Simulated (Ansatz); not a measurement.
A structure relaxed at PBE-D4/def2-SVP in Ansatz, charge 0, singlet:

```xyz
5

Pb    1.5417   -0.6694   -1.5961
Pb   -1.6581    1.5330    0.5225
Se   -0.7005   -0.5302    1.9503
Se   -0.1843    1.3679   -1.7003
Se    1.0012   -1.7014    0.8236
```

(1) Give its formula and point group.

(2) Summarise the bond lengths by kind (pairs closer than 1.2 times the sum of covalent radii, bridged metal pairs left out).

Answers

(1) the cluster Pb₂Se₃. Point group C2v (tolerance 0.1 Å).

(2) 4 × Pb–Se 2.67 to 2.69 Å; 1 × Se–Se 2.35 Å.

In the def2 sets Pb takes a core potential; there is no spin–orbit coupling. Another isomer (singlet) lies 0.46 eV lower at PBE0-D4/def2-TZVP; other spin states weren't run for this one.
